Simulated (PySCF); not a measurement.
SMILES OB(O)/C=C\O[SiH3] (GFN2-xTB optimised geometry):

```
14

O      1.650    -2.456    -0.019
B      0.902    -1.313     0.000
O      1.581    -0.142     0.022
C     -0.652    -1.313     0.000
C     -1.451    -0.241     0.000
O     -1.126     1.040    -0.008
Si     0.164     2.043    -0.043
H      1.163    -3.277    -0.033
H      2.534    -0.232     0.021
H     -1.165    -2.267     0.005
H     -2.534    -0.364     0.007
H     -0.630     3.277    -0.079
H      0.940     2.022     1.191
H      0.934     1.950    -1.278
```

Level of theory: PBE/def2-TZVP (PySCF 2.14.0).

Problem. What are the frontier orbital energies and the dipole moment?

Solution. HOMO-2 -7.68 eV, HOMO-1 -6.96 eV, HOMO -5.85 eV, LUMO -1.37 eV, LUMO+1 -0.33 eV; dipole moment 1.99 D.

Meta-Löwdin charges at PBE/def2-TZVP: O1 -0.51, B2 0.37, O3 -0.49, C4 -0.35, C5 0.14, O6 -0.51, Si7 0.72, H8 0.35, H9 0.35, H10 0.12, H11 0.12, H12 -0.12, H13 -0.10, H14 -0.10.
